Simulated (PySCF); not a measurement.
methylsilylboronic acid (CH7BO2Si), SMILES C[SiH2]B(O)O. The structure is a stationary point at r2SCAN-D4/def2-SVP. One conformer was computed; it need not be the lowest.

Q: Give the equilibrium geometry at r2SCAN-D4/def2-SVP (PySCF confirms it by a frequency run) as a Z-matrix. (Estimate from the structure and the level; the computed values follow.)

A: This is not unique; one that fits is 
```
Si
H 1 1.5031
H 1 1.5041 2 105.41
C 1 1.8840 2 109.83 3 119.11
H 4 1.1009 1 112.04 2 -55.46
H 4 1.1013 5 108.30 1 122.29
H 4 1.1014 5 108.45 6 116.44
B 1 2.0384 2 109.38 3 -118.29
O 8 1.3618 1 117.05 2 -102.35
H 9 0.9704 8 111.27 1 179.28
O 8 1.3702 9 117.46 10 -0.17
H 11 0.9642 8 113.39 9 -178.96
```
